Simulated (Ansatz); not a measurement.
`[SiH3]O[SiH2][SiH3]` + `[SiH3][SiH2][GeH2][SiH2][GeH3]` → `[SiH3][SiH2][SiH2][GeH2][SiH2][GeH3]` + `O[SiH2][SiH3]`  (formal exchange of groups at the Si–O bond)

Computed with Ansatz on PBE0-D4/def2-TZVP structures; ΔE is electronic, products minus reactants. CBS: MP2 limit from def2 TZ/QZ plus the TZ coupled-cluster correction, frozen cores. Functionals use def2-TZVPP. B3LYP here is the variant with VWN-RPA as its local correlation; programs differ in this. HSE06 is defined as in plane-wave codes. For Ge outer-core shells are correlated without core-valence functions, which leaves a few kJ/mol of doubt a bond. Scalar relativity is left out up to krypton. One conformer a species, not always the lowest.

```tsv
level	ΔE (kJ/mol)
B3LYP-D4	95.4
HSE06-D4	76.1
ωB97M-V	96.8
RPA@PBE/def2-TZVPP	97.7
```

Q: What does CCSD(T)/CBS give? (Best estimate.)

A: Ansatz gave: +94.5 kJ/mol. The listed levels differ from it by 0.9, -18.4, 2.3, 3.2 kJ/mol.

Largest T1 diagnostic among the species: 0.013.

In def2-TZVPP, CCSD(T) changes the Hartree–Fock value by −35.3 kJ/mol (the triples alone add −5.2 kJ/mol) and MP2 by −29.7 kJ/mol. From r2SCAN to r2SCAN0 (25 % exact exchange), in def2-TZVPP and without D4, ΔE moves by +3.7 kJ/mol. Leaving LDA and LC-ωPBE aside and taking each functional with its dispersion term where it has one, the values, not all of them listed here, spread over 39.1 kJ/mol, from PBE-D4 to BHLYP-D4.
